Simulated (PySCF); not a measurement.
**How methods differ on the ionisation energy of Pt⁶⁹⁺**

Pt⁶⁹⁺ [He] 2s2 2p5 (2P) → Pt⁷⁰⁺ [He] 2s2 2p4 (3P), as a difference of total energies. Computed with PySCF 2.14 in an even-tempered Gaussian basis (18 s from 48 bohr⁻², ratio 2.2; 13 p from 63 bohr⁻², ratio 2.2; 5 d from 250 bohr⁻², ratio 2.4; 5 f from 370 bohr⁻², ratio 2.4; 4 g from 550 bohr⁻², ratio 2.4), with scalar relativity by spin-free X2C-1e. Correlated levels: nothing frozen; virtual orbitals above 40 to 60 times the deepest correlated orbital energy dropped. The calculations carry no spin-orbit coupling.

| method | ionisation energy (eV) |
| --- | --- |
| UHF | 18448.5 |
| LDA | 18441.3 |
| PBE | 18447.0 |
| PBE0 | 18447.8 |
| r2SCAN | 18453.5 |
| M06-2X | 18448.4 |
| B2PLYP | 18449.5 |
| MP2 (all electrons) | 18450.4 |
| SCS-MP2 (all electrons) | 18450.3 |

Spin-orbit coupling is strong in these open shells (close to jj coupling). The scalar numbers leave it out and a first-order estimate fails, so it can dominate the gap to the real levels.

For this ion Breit and QED terms and the two-electron picture change, all absent here, outweigh the differences among the correlated methods.

For comparison: 17890 ± 50 eV (theoretical estimate listed by NIST; NIST Atomic Spectra Database, ionization energies).
